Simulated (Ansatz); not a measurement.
BH₃O₂Si (`O[SiH]1BO1`). Charge 0, multiplicity 1. All single points use the PBE0-D4/def2-TZVP geometry. It is one conformer, not always the lowest.

```xyz
7

O     0.271    1.439    0.919
Si   -0.065   -0.097    0.473
B     0.607   -0.883   -1.102
O    -0.603   -0.286   -1.165
H    -0.385    1.914    1.431
H    -1.076   -0.670    1.392
H     1.251   -1.418   -1.947
```

What is the dipole moment at ωB97M-V/def2-TZVPP? (An estimate is asked.)

The calculation gave: 1.91 D, with components (-0.60, 0.32, 1.79) D in this frame, pointing from negative to positive charge.

And with PBE, r2SCAN, B3LYP? (Best estimate.)

Ansatz gave: PBE 1.79 D, r2SCAN 1.81 D, B3LYP 1.87 D.

Give the Mulliken charges with ωB97M-V, PBE, B3LYP in def2-TZVPP. (Estimate.)

The calculation gave: 
| atom | ωB97M-V | PBE | B3LYP |
| --- | --- | --- | --- |
| O1 | -0.36 | -0.34 | -0.38 |
| Si2 | 0.40 | 0.38 | 0.43 |
| B3 | 0.01 | 0.02 | 0.07 |
| O4 | -0.29 | -0.21 | -0.28 |
| H5 | 0.18 | 0.19 | 0.19 |
| H6 | -0.03 | -0.07 | -0.08 |
| H7 | 0.09 | 0.03 | 0.05 |

B3LYP here is the variant with VWN-RPA as its local correlation; programs differ in this.
